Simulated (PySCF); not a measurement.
Molecule: SMILES C=CC(=O)C(C)C, C$_{6}$H$_{10}$O.

Bonds (- single, = double, # triple, : aromatic): C1=C2, C2-C3, C3=O4, C3-C5, C5-C6, C5-C7. C1 carries H8, H9; C2 carries H10; C5 carries H11; C6 carries H12, H13, H14; C7 carries H15, H16, H17. H8 is cis to C3; H9 is trans to C3.

Geometry PBE0-D3(BJ)/def2-SVP throughout; GIAO in PySCF 2.14.0 with density-fitted response routines, gas phase, one conformer, non-relativistic; equivalent atoms averaged; basis pcSseg-1.

Task: How do the shifts δ (against TMS, H2O at the same level) depend on the functional? (a selection of nuclei; ppm; last column core-seconds on shared hosts with different chips, so compare them loosely; the GGAs took longer than the global hybrids here, which isn't the general rule, and the cause wasn't traced)

Result: 
| functional | kind | C1 | C5 | C6/C7 | O4 | H8 | H10 | H9 | H11 | H12/H13/H14/H15/H16/H17 | core-s |
| --- | --- | --- | --- | --- | --- | --- | --- | --- | --- | --- | --- |
| LDA | LDA | 142.5 | 47.9 | 19.0 | 630.1 | 7.00 | 6.70 | 5.95 | 2.44 | 1.05 | 26 |
| BLYP | GGA | 134.5 | 47.4 | 20.5 | 606.3 | 6.77 | 6.44 | 5.67 | 2.30 | 1.08 | 29 |
| BP86 | GGA | 135.3 | 46.4 | 19.9 | 600.2 | 6.87 | 6.53 | 5.80 | 2.33 | 1.08 | 30 |
| B97-D | GGA | 130.8 | 45.4 | 20.1 | 577.3 | 6.79 | 6.43 | 5.71 | 2.30 | 1.10 | 32 |
| B3LYP | global hybrid | 137.9 | 45.1 | 19.8 | 611.7 | 6.90 | 6.45 | 5.84 | 2.20 | 1.08 | 18 |
| PBE0 | global hybrid | 138.8 | 43.6 | 19.1 | 612.0 | 7.01 | 6.55 | 5.99 | 2.21 | 1.07 | 18 |
| mPW1PW91 | global hybrid | 138.9 | 43.6 | 19.1 | 610.8 | 6.99 | 6.52 | 5.98 | 2.19 | 1.07 | 18 |
| B97-2 | global hybrid | 135.4 | 43.3 | 19.3 | 592.6 | 6.94 | 6.47 | 5.91 | 2.20 | 1.08 | 19 |
| wB97X-D | range-separated hybrid | 140.1 | 43.2 | 19.2 | 608.6 | 7.04 | 6.51 | 6.04 | 2.14 | 1.08 | 23 |
| LC-wPBE | range-separated hybrid | 144.6 | 41.6 | 18.1 | 620.3 | 7.13 | 6.60 | 6.19 | 2.13 | 1.06 | 36 |

Task: Which nucleus among those listed moves most, in ppm?

Result: O4 (ketone oxygen): from 577.3 ppm with B97-D to 630.1 ppm with LDA. The smallest spread is 0.06 ppm, at H12/H13/H14/H15/H16/H17. Proton shifts span only some 12 ppm, so a few tenths of a ppm matter as much there as several ppm in carbon.
